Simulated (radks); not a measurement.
The mean radii <r> (bohr) of the occupied orbitals of an atom or ion are listed with their occupations. All-electron calculation, Dirac Kohn-Sham, OLYP, spin-unpolarised, spherical densities, finite nucleus; Fermi nuclear charge, rms radius of each element as measured or else 0.836 A^(1/3) + 0.57 fm. Program: a radial shooting solver on a logarithmic mesh with Libxc functionals.

orbital  occ.     <r>
1s1/2       2  0.1113
2s1/2       2  0.5659
2p1/2       2  0.5339
2p3/2       4  0.5361
3s1/2       2   2.063
3p1/2       1   2.474

Name the element and its charge. Open shells, if any, fill j = l - 1/2 first.

Answer. Z = 14, silicon, charge +1: Si+ in [Ne] 3s2 3p1. The 1s radius gives Z: for a bare nucleus <r> = (2 gamma + 1)/(2Z) with gamma = sqrt(1 - (Z/c)^2), 0.1068 bohr for Z = 14, and screening makes it slightly larger (0.1113 here). The occupations add up to 13, and the charge is Z minus that.
